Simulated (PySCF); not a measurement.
Complete the spectrum of C3H10Si2

C3H10Si2.
SMILES: `C[SiH2]/C=C\[SiH3]`

Method: PySCF 2.14.0, density-fitted response routines, TDDFT CAM-B3LYP/def2-SVPD, vertical, gas phase, core orbitals frozen in the response. One conformer (not necessarily the lowest) at the GFN2-xTB geometry, without solvent, vibrations or thermal averaging. Torsions of this conformer, `[CH3:1][SiH2:2]/[CH:3]=[CH:4]\[SiH3:5]`: C1–Si2–C3–C4 -85°.

Orbital energies (eV): HOMO-3 -10.79, HOMO-2 -10.72, HOMO-1 -9.58, HOMO -9.13, LUMO 0.10, LUMO+1 1.21, LUMO+2 1.51.

Lowest singlets, with some entries withheld (?).

| state | E (eV) | f | main configurations (H = HOMO, L = LUMO) |
| --- | --- | --- | --- |
| S1 | 5.74 | 0.0061 | H-1→L (90%) |
| S2 | ? | ? | ? |
| S3 | 7.29 | 0.012 | ? |
| S4 | 7.53 | 0.0012 | H-6→L (34%), H-4→L (33%), H-3→L (21%) |
| S5 | 7.80 | ? | H→L+1 (31%), H→L+2 (21%), H-3→L (16%) |
| S6 | ? | 0.0035 | ? |
| S7 | 7.88 | 0.017 | H-3→L (56%), H-6→L (8%) |
| S8 | 7.94 | ? | H-2→L (73%), H→L+3 (10%) |

Question: Fill in the withheld entries.

Answer: 
- S2: E = 6.41 eV; f = 0.337; H→L (92%)
- S3: H→L+1 (47%), H→L+2 (46%)
- S5: f = 0.0038
- S6: E = 7.81 eV; H-1→L+1 (42%), H-1→L+2 (39%)
- S8: f = 0.048

Question: What is the mean static polarisability from the same response equations?

Answer: 90.8 au (13.45 Å³), with principal values 77.5, 84.6 and 110.2 au.

Question: Which level carries the most intensity, and what share of the listed sum of f?

Answer: S2, with f = 0.337 of 0.430, 78%.

Question: How far apart are S1 and S3, in eV and cm⁻¹?

Answer: 7.287 − 5.739 = 1.548 eV, or about 12490 cm⁻¹.
